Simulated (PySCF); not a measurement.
## Pd³²⁺: ionisation energy

Pd³²⁺ [Ne] 3s2 3p2 (3P) → Pd³³⁺ [Ne] 3s2 3p1 (2P), as a difference of total energies. Computed with PySCF 2.14 in an uncontracted even-tempered set (16 s from 4.7 bohr⁻², ratio 2.5; 10 p from 6.1 bohr⁻², ratio 2.5; 5 d from 26 bohr⁻², ratio 2.7; 4 f from 38 bohr⁻², ratio 2.7), with no relativity, point nucleus. Correlated levels: outer shells: 1s2 frozen; virtual orbitals above 40 to 60 times the deepest correlated orbital energy dropped. The calculations carry no spin-orbit coupling.

```
                method  ionisation energy (eV)
                   UHF                  1918.0
                   LDA                  1919.4
                   PBE                  1919.8
                  PBE0                  1919.7
                r2SCAN                  1920.0
                 B97-3                  1919.4
                 TPSSh                  1919.7
    MP2 (outer shells)                  1918.3
SCS-MP2 (outer shells)                  1918.1
```

Spin-orbit coupling is strong in these open shells (close to jj coupling). The scalar numbers leave it out and a first-order estimate fails, so it can dominate the gap to the real levels.

The gap to the reference is mostly relativistic.

For comparison: 1962 ± 4 eV (semi-empirical (NIST evaluation); NIST Atomic Spectra Database, ionization energies).
